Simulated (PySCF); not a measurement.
Compound: CrH4 (triplet state).
Structure used (PBE0-D3(BJ)/def2-SVP), in Å, numbered top down from 1:
```
atom  x, y, z in Å
Cr1    0.0140   -0.0228   -0.0115
H2     0.0060   -0.0488    1.5757
H3     1.5152   -0.0430   -0.5303
H4    -0.7042    1.2964   -0.5239
H5    -0.7562   -1.2923   -0.5720
```

Computed with PBE0-D3(BJ)/def2-SVP geometry optimisation, gas phase in PySCF 2.14.0.

(1) Which atoms are bound to Cr1, and at what distances?

(2) List the angles at Cr1.

(3) What is the shape at Cr1?

(4) What are the rotational constants (commonest isotopes, rigid rotor)?

## Answers

(1) 4 atoms: H4 1.587 Å, H5 1.587 Å, H2 1.587 Å, H3 1.588 Å.

(2) 
| angle | degrees | distance of the outer atoms (Å) |
| --- | --- | --- |
| H2–Cr1–H5 | 109.7 | 2.60 |
| H2–Cr1–H4 | 109.5 | 2.59 |
| H3–Cr1–H5 | 109.5 | 2.59 |
| H3–Cr1–H4 | 109.4 | 2.59 |
| H4–Cr1–H5 | 109.3 | 2.59 |
| H2–Cr1–H3 | 109.3 | 2.59 |

(3) Tetrahedral: angles from 109.3° to 109.7°; τ4 = (360° − α − β)/141° = 1.00 with α and β the two widest (0 for a square, 1 for a tetrahedron).

(4) A = 74755, B = 74582, C = 74508 MHz: a spherical top.

Point group: Td (every atom within 0.08 Å of its image). Charge 0, triplet. ⟨S²⟩ = 2.305 (exact for a triplet: 2.00). No frequency check.
